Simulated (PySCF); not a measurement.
Stepwise substitution at one centre (Al Br-CH3). Isolated molecules, 0 K electronic values unless said otherwise. Strings in code marks are SMILES.

The four lowest singlet excitations (Tamm–Dancoff). Level of theory: PBE-D3(BJ)/def2-TZVP // B3LYP-D3(BJ)/def2-TZVP (PySCF). Excitations are Tamm–Dancoff values on a coarser integration grid. The basis has no diffuse functions, so Rydberg states are missing or too high.

```json
[
 {"state": "S1", "energy (eV)": "5.18", "wavelength (nm)": "239", "oscillator strength": "0.000"},
 {"state": "S2", "energy (eV)": "5.18", "wavelength (nm)": "239", "oscillator strength": "0.000"},
 {"state": "S3", "energy (eV)": "6.10", "wavelength (nm)": "203", "oscillator strength": "0.095"},
 {"state": "S4", "energy (eV)": "6.10", "wavelength (nm)": "203", "oscillator strength": "0.095"}
]
```

Task: Identify which member gives these states.
A) `[CH3][Al]([CH3])[Br]`
B) `[CH3][Al]([CH3])[CH3]`
C) `[CH3][Al]([Br])[Br]`

Result: B, `[CH3][Al]([CH3])[CH3]`
